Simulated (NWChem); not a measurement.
Species: GeF cation, singlet

All runs: NWChem. Low-valent species are run as closed-shell singlets; no triplet was tried in these runs. Coordinates come from a PBE-D3(BJ)/def2-SVP optimisation. Static field.

For level BHandHLYP/def2-SVPD:

```yaml
anisotropy (bohr³): 3.7
```

**Question.** What are these values for level LC-BLYP (range parameter 0.33 per bohr)/def2-SVPD?

**Answer.** The anisotropy (bohr³) comes out as 5.2.
